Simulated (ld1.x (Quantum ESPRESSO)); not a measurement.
tungsten, TM: configuration errors across variants

W, norm-conserving Troullier–Martins (Kleinman–Bylander form), made with ld1.x (Quantum ESPRESSO) 7.5 (PBE, scalar-relativistic). Core [Kr] 4d10 4f14 5s2, reference 5p6 5d4 6s2 6p0. Waves: 6s (bound): rc 2.40 bohr; 5p (bound): rc 1.95 bohr; 5d (bound): rc 2.65 bohr. Local part: all-electron potential smoothed inside 1.95 bohr (lloc = -1). Core correction: a·sin(br)/r model core, default radius (core density twice the valence density).

All-electron excitation energies from the reference (eV): (1) 5p6 5d4 6s1 6p0 8.883; (2) 5p6 5d4 6s0 6p0 24.563; (3) 5p6 5d3 6s0 6p0 49.945; (4) 5p6 5d5 6s1 6p0 1.539; (5) 5p6 5d3 6s2 6p0 8.830; (6) 5p6 5d4 6s0 6p1 14.336; (7) 5p5 5d4 6s2 6p0 48.941.

Tests that are not counted but printed errors over 1 eV. “all radii but the core radius scaled by about 1.17 (s 2.82, p 2.28, d 3.10 bohr); local potential all-electron potential smoothed inside 2.28 bohr (lloc = -1)”: 5p5 5d4 6s2 6p0 (solver errors, printed error -885 eV). “all radii but the core radius scaled by about 1.25 (s 3.00, p 2.44, d 3.32 bohr); local potential all-electron potential smoothed inside 2.44 bohr (lloc = -1)”: 5p6 5d5 6s1 6p0 (solver errors, printed error -1243 eV); 5p5 5d4 6s2 6p0 (solver errors, printed error -787 eV).

A true bound ghost makes a file unfit for plane-wave use even where its test errors are small: the radial tests pick states by their node count and pass the ghost by. Where a test does run into it, the solver fails or the error is huge.

Errors AE − PS in meV (a dash: test not solved or not reliable):

```csv
change,(1),(2),(3),(4),(5),(6),(7),bound ghosts
base,-8.4,-38,-16,-20,-4.5,+272,-269,s
"all radii but the core radius scaled by about 0.75 (s 1.80, p 1.46, d 2.00 bohr); local potential all-electron potential smoothed inside 1.46 bohr (lloc = -1)",-7.4,-34,-46,-16,+1.2,+15,-117,s
"all radii but the core radius scaled by about 0.83 (s 2.00, p 1.62, d 2.20 bohr); local potential all-electron potential smoothed inside 1.62 bohr (lloc = -1)",-5.6,-24,-23,-15,+2.2,+4.8,-160,s
"all radii but the core radius scaled by about 0.87 (s 2.10, p 1.70, d 2.32 bohr); local potential all-electron potential smoothed inside 1.70 bohr (lloc = -1)",-6.6,-29,-20,-18,+0.1,-24,-195,s
"all radii but the core radius scaled by about 1.17 (s 2.82, p 2.28, d 3.10 bohr); local potential all-electron potential smoothed inside 2.28 bohr (lloc = -1)",-9.3,-41,-38,-12,–,-44,–,s
"all radii but the core radius scaled by about 1.25 (s 3.00, p 2.44, d 3.32 bohr); local potential all-electron potential smoothed inside 2.44 bohr (lloc = -1)",+0.9,-50,-63,–,+204,-162,–,s
"all radii but the core radius scaled by about 1.32 (s 3.18, p 2.58, d 3.50 bohr); local potential all-electron potential smoothed inside 2.58 bohr (lloc = -1)",-5.2,-62,-92,+25,+101,-256,-18,none
"all radii but the core radius scaled by about 1.38 (s 3.32, p 2.70, d 3.66 bohr); local potential all-electron potential smoothed inside 2.70 bohr (lloc = -1)",-7.8,-84,-130,+42,+103,-365,-191,none
```

Question: Give the same row for: all radii but the core radius scaled by about 1.13 (s 2.70, p 2.20, d 2.98 bohr); local potential all-electron potential smoothed inside 2.20 bohr (lloc = -1).

Answer: -8.9, -40, -28, -14, -11, -9.8, –; bound ghosts: s. Not counted: 5p5 5d4 6s2 6p0 (solver errors, printed error -1031 eV).
